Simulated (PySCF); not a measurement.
Species: C4H10FNSi.
Geometry (GFN2-xTB, Å), atoms numbered from 1 in this order:
```xyz
17
C4H10FNSi angstrom
N      2.5177    0.3809    0.2070
C      1.4427   -0.5340   -0.1174
C      0.1378    0.1399   -0.5456
F      0.4089    0.8489   -1.7254
C     -1.0419   -0.8279   -0.7453
C     -1.9096   -0.4347    0.4678
Si    -0.8540    1.1261    0.7935
H      2.7114    0.9705   -0.5964
H      2.2433    0.9884    0.9729
H      1.2390   -1.1544    0.7595
H      1.7933   -1.1815   -0.9285
H     -1.5427   -0.6002   -1.6851
H     -0.7431   -1.8760   -0.7601
H     -2.9599   -0.2987    0.2227
H     -1.8570   -1.1795    1.2601
H     -0.2132    1.2477    2.1029
H     -1.3797    2.3965    0.3075
```

NICS = −σ at a ghost point: NICS(0) at the centroid of the ring atoms, NICS(1) 1 Å to either side along the normal of their mean plane, zz for the tensor component along that normal. Level: GIAO PBE0/pcSseg-1 (PySCF, non-relativistic, gas phase) on the GFN2-xTB geometry, one conformer.

Ring bond lengths (Å), with Mayer bond orders in brackets: C3–C5 1.539 (0.96), C5–C6 1.542 (1.00), C6–Si7 1.912 (0.95), Si7–C3 1.936 (0.86).

Question: What do the NICS probes read (ppm)?

Answer: 
| ring | type | NICS(0) | NICS(1), two faces | NICS(1)zz, two faces | rms pucker (Å) | centre to ring atoms, mean (Å) |
| --- | --- | --- | --- | --- | --- | --- |
| C3–C5–C6–Si7 | 4-membered ring with Si; formal bonds all single | -0.4 | -0.1 / -2.3 | 4.6 / 2.1 | 0.08 | 1.22 |

Question: What do they say, and how far can they be read as aromaticity?

Answer: 
- C3–C5–C6–Si7: mean NICS(1)zz 3.3 ppm, deshielded. C3, C5, C6, Si7 have four or more neighbours, and the NICS criterion for π rings isn't applied.

Question: At the second NICS(1) probe listed for ring C3–C5–C6–Si7, 1 Å off the ring, how large is the induced field along the normal in 9.4 T applied along it?

Answer: NICSzz × B0 = 2.1 ppm × 9.4 T = 20 μT, along the applied field.
